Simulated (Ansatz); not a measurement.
A made-up structure of Si$_{2}$H$_{3}$OF, singlet:

```tsv
atom	x (Å)	y (Å)	z (Å)
F1	0.6393	-1.8295	1.6087
Si2	-0.4287	-2.1655	0.4415
O3	-0.5383	-0.7365	-0.3346
Si4	-0.0256	0.8371	-0.4067
H5	-0.7051	1.4807	-1.5555
H6	-0.3857	1.5378	0.8500
H7	-1.2026	-3.3523	0.3467
```

It is relaxed with PBE-D4/def2-SVP and then PBE0-D4/def2-TZVP (Ansatz 0.2.0). Atoms count as bonded within 1.22 times the sum of their covalent radii (H–H: 0.88 Å). The end point is not checked to be a true minimum.

Problem. Does its bonding change? (Judge from chemistry; the calculation decides.)

Solution. The calculation gives: No: no bond forms or breaks.

Where it ends: The first stage lowers the energy by 1.13 eV in 13 steps. It ends as Si₂H₃OF ([F][SiH][O][SiH2]):
```json
{"atom": "F1", "x (Å)": "0.3179", "y (Å)": "-2.0523", "z (Å)": "1.8806"}
{"atom": "Si2", "x (Å)": "0.0378", "y (Å)": "-2.2019", "z (Å)": "0.3009"}
{"atom": "O3", "x (Å)": "-0.5156", "y (Å)": "-0.7362", "z (Å)": "-0.2199"}
{"atom": "Si4", "x (Å)": "-0.7506", "y (Å)": "0.8585", "z (Å)": "-0.2511"}
{"atom": "H5", "x (Å)": "-0.7159", "y (Å)": "1.3832", "z (Å)": "-1.6414"}
{"atom": "H6", "x (Å)": "0.1512", "y (Å)": "1.6093", "z (Å)": "0.6626"}
{"atom": "H7", "x (Å)": "-1.1715", "y (Å)": "-3.0889", "z (Å)": "0.2184"}
```

Labels in which every atom is bracketed show which atoms are joined, not bond orders.

For scale, one of the runs: PBE0-D4/def2-TZVP relaxation, 154 basis functions, launched by `ansatz run in.yaml --threads 2 --pin off --events-out ev --progress --plain --max-ram 4352MiB`. The run took about 63 s on 2 CPU threads of an Arm Neoverse V2 (shared host).
